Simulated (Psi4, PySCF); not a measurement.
The Psi4 input:
```
memory 2 GB

molecule {
0 2
B    -0.00000000   -0.00000000   -0.84064362
N     0.00000000    0.00000000    0.40129173
H     0.00000000    0.00000000    1.39417598
}

set {
  basis 6-31g**
  reference uhf
  freeze_core true
  mp2_type conv
  scf_type pk
  puream true
  d_convergence 1e-8
}

energy('ccsd(t)')
print_variables()
```

Give the equivalent PySCF input.

One answer among several that fit: 
```python
from pyscf import gto, scf, cc

mol = gto.Mole()
mol.atom = '''
    B    -0.000000   -0.000000   -0.840644
    N     0.000000    0.000000    0.401292
    H     0.000000    0.000000    1.394176
'''
mol.basis = '6-31g**'
mol.charge = 0
mol.spin = 1
mol.verbose = 3
mol.build()

mf = scf.UHF(mol)
mf.kernel()

mycc = cc.CCSD(mf, frozen=2)
mycc.kernel()
et = mycc.ccsd_t()
print('E(CCSD(T)) = %.10f' % (mycc.e_tot + et))
```

Both were run: Psi4 gave -79.891414 Eh and PySCF -79.891414 Eh, 0.000 mEh apart.
